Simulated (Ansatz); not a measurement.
**Strength of the Mg–N bond: C3H9MgN → C2H6N + CH3Mg**

Species: C3H9MgN `[CH3][Mg][N](C)C`, singlet; C2H6N `C[N]C`, doublet; CH3Mg `[CH3][Mg]`, doublet. 

Shapes, held fixed at every level: PBE0-D4/def2-TZVP. Programs: Ansatz 0.2.0. Electronic energies: no zero-point or thermal term.

```csv
level,kind,ΔE (kJ/mol),less CCSD(T)/def2-TZVPP,CPU time (sum over the molecules)
r2SCAN-D4/def2-TZVPP,meta-GGA,+265.0,-28.1,38 s
PBE0-D4/def2-TZVPP,global hybrid,+270.3,-22.8,23 s
r2SCAN0-D4/def2-TZVPP,global hybrid,+261.5,-31.6,36 s
wB97X-V/def2-TZVPP,range-separated hybrid,+291.8,-1.3,67 s
B2PLYP/def2-TZVPP,double hybrid,+283.6,-9.5,46 s
MP2/def2-SVP,perturbation theory,+320.6,+27.5,–
CCSD/def2-TZVPP,coupled cluster or CI,+283.8,-9.3,–
CCSD(T)/def2-TZVPP,coupled cluster or CI,+293.1,0.0,32 min
```

The highest level, CCSD(T)/def2-TZVPP, gives ΔE = +293.1 kJ/mol; the levels span +261.5 to +320.6. The column of differences is taken from that level and isn't an error. No measured value is set beside it here. Open shells run unrestricted unless RO is named. Correlated rows may include outer-core shells of Mg, which these sets cover unevenly. Times are processor times on shared x86 and Arm servers, and rough.
